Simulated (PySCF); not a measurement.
# `CN(C)CC(F)(F)F` (C4H8F3N): proton affinities at several levels

Coordinates in Å; atoms count from 1 in this order:
```
C    -1.3718   -0.9699   -0.0383
N    -0.6335    0.1861    0.4007
C    -0.8848    1.3826   -0.3604
C     0.7020   -0.0278    0.8565
C     1.7505   -0.3853   -0.1870
F     1.4453   -1.5099   -0.8447
F     2.9410   -0.5718    0.3945
F     1.8979    0.5800   -1.1027
H    -1.1924   -1.8134    0.6459
H    -2.4511   -0.7459   -0.0160
H    -1.1216   -1.3115   -1.0638
H    -1.9642    1.6063   -0.3452
H    -0.3607    2.2363    0.0959
H    -0.5701    1.3250   -1.4229
H     0.7207   -0.8431    1.5990
H     1.0763    0.8783    1.3622
```

All levels share the PBE0-D3(BJ)/def2-SVP structures and the PBE0-D3(BJ)/def2-SVP thermal terms; only the single-point energies (PySCF) change. Values are proton affinities (298 K, kJ/mol).

Measured (NIST Chemistry WebBook): proton affinity (−ΔH) 903 kJ/mol.

```
                             level   N2
r2SCAN-D3(BJ)/aug-cc-pVDZ (grid 1)  904
            ωB97X-D3(BJ)/def2-TZVP  913
```

The spread: 10 kJ/mol, from 904 to 913.

Differences come from unrounded values, so a last digit can differ from that of the printed terms.
